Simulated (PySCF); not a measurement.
Mo(S)2(OH)(SH) (H2MoOS3), SMILES [SH][Mo](=[S])([OH])=[S], multiplicity 1. The structure is a stationary point at PBE-D3(BJ)/def2-SVP. The multiplicity is an assumed one; no other spin state was optimised. The structure was generated by enumeration; whether it is a known compound was not checked. The def2 effective core potentials stand for the cores of Mo; spin–orbit coupling is left out. One conformer was computed; it need not be the lowest.

Problem. Give the equilibrium geometry at PBE-D3(BJ)/def2-SVP (PySCF confirms it by a frequency run) as a Z-matrix. (The exact figures need the calculation; the answer reports its results.)

Solution. This is not unique; one that fits is 
```
Mo
O 1 1.8773
H 2 0.9783 1 119.64
S 1 2.1240 2 112.09 3 28.47
S 1 2.1284 2 108.96 3 152.12
S 1 2.3274 2 111.48 3 -86.95
H 6 1.3676 1 94.94 2 -77.33
```
